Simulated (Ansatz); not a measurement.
Geometry optimisation, UKS B3LYP/def2-SVP (Ansatz 0.2.0).

The input (input.yaml):

```yaml
crystal:
  periodic: [false, false, false]
  atoms:
    - { symbol: B, position_ang: [0.36575, 0.084057, -0.37798] }
    - { symbol: H, position_ang: [-0.089422, 0.193428, 1.96809] }
    - { symbol: Cl, position_ang: [1.502586, 0.209784, -1.71508] }
    - { symbol: "N", position_ang: [-1.004906, 0.005112, -0.456895] }
    - { symbol: H, position_ang: [-1.550276, -0.04791, 0.405705] }
    - { symbol: H, position_ang: [-1.539021, 0.022977, -1.324774] }
    - { symbol: O, position_ang: [-0.89817, -0.177261, 2.402369] }
    - { symbol: H, position_ang: [-0.63504, -1.091287, 2.590664] }
magnetization:
  spin_polarized: true
  initial_magnetization: 1
basis:
  gaussian: { orbitals: def2-SVP }
hamiltonian:
  xc: b3lyp
relax:
  f_tol: 0.03
  max_steps: 50
```

Launched with:

```bash
$ ansatz run input.yaml --threads 2 --pin off --max-ram 3072MiB --backend cpu --events-out ev --progress --plain --runs-dir out
```

Q: Where does it end, and by what steps?

A: The forces met the threshold. The force dipped under the threshold on the way, but the program's further checks kept it going. After 16 steps the energy has fallen by 0.034 eV; H2 moved furthest, 0.71 Å.

| step | energy less start (eV) | largest force component (eV/Å) | accepted |
| --- | --- | --- | --- |
| 0 | 0.0000 | 0.561 | yes |
| 1 | -0.0048 | 0.777 | yes |
| 2 | -0.0078 | 0.739 | yes |
| 3 | -0.0118 | 0.355 | yes |
| 4 | -0.0083 | 0.257 | no |
| 5 | -0.0222 | 0.110 | yes |
| 6 | -0.0269 | 0.094 | yes |
| 7 | -0.0269 | 0.096 | yes |
| 8 | -0.0242 | 0.595 | no |
| 9 | -0.0300 | 0.115 | yes |
| 10 | -0.0311 | 0.207 | yes |
| 11 | -0.0320 | 0.188 | yes |
| 12 | -0.0321 | 0.161 | yes |
| 13 | -0.0332 | 0.055 | yes |
| 14 | -0.0336 | 0.012 | yes |
| 15 | -0.0337 | 0.078 | yes |
| 16 | -0.0338 | 0.011 | yes |

```xyz
8
Properties=species:S:1:pos:R:3
B 0.497 -0.018 -0.581
H -0.441 0.421 2.544
Cl 1.404 0.119 -2.088
N -0.873 0.012 -0.453
H -1.302 -0.074 0.472
H -1.514 0.118 -1.237
O -1.086 -0.293 2.431
H -0.533 -1.087 2.404
```

Time of the run: 49 s on 2 threads of Arm Neoverse V1, with other jobs on the host, peak memory 0.2 GiB.
